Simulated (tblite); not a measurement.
Q: Give a GFN2-xTB geometry of `[C]#C[Si@]1(O)OC=C1C` [radical]. (Doublet state.)

A: 
```
atom  x, y, z in Å
C1     2.8511    1.9458   -1.1926
C2     2.1185    1.2070   -0.5917
Si3    1.1522   -0.0374    0.3835
O4     1.6620   -0.1374    1.9109
O5     0.9865   -1.5677   -0.3355
C6    -0.3567   -1.3492   -0.6181
C7    -0.6897   -0.1535   -0.1418
C8    -1.9335    0.6470   -0.1528
H9     1.8406   -0.9843    2.3159
H10   -0.8849   -2.1344   -1.1277
H11   -2.7531    0.0576   -0.5614
H12   -1.8033    1.5411   -0.7619
H13   -2.1941    0.9659    0.8555
```

Any rigid rotation of these coordinates is as good. Atoms count from 1 in this order. The O–Si distances run from 1.613 Å (Si3–O4, drawn single) to 1.699 Å (Si3–O5, drawn single), a spread of 0.086 Å. O5 (oxygen bonded to C and Si) is bent (angle 92.2°). The C–C distances run from 1.201 Å (C1≡C2, drawn triple) to 1.479 Å (C7–C8, drawn single), a spread of 0.278 Å. C6 (carbon bonded to C, O and H) is planar (angles 134.7°, 117.2° and 108.1°, sum 360.0°, 0.01 Å off the plane of its three neighbours).

Bonds between heavy atoms (Å): C1≡C2 1.201, C2–Si3 1.853, Si3–O4 1.613, Si3–O5 1.699, O5–C6 1.390, C6=C7 1.329, C7–C8 1.479, Si3–C7 1.919.

Computed geometry: GFN2-xTB, gas phase. This method treats the open shell by occupation alone, without spin polarisation.

Point group: C1 (no symmetry element, even within 0.4 Å). Its GFN2-xTB frequencies are all real (lowest 69 cm⁻¹). Torsions: C2–Si3–O4–H -132°. 2 starts were optimised and ended at 0.00 and 0.44 kcal/mol (GFN2-xTB); the lowest of these is shown.

Hardware: Arm Neoverse V1, one thread, no GPU, shared host with 32 logical CPUs at a one-minute load of 14. Cost: 0.47 s. That covers the optimisation of the geometry.

One conformer stands for the species.
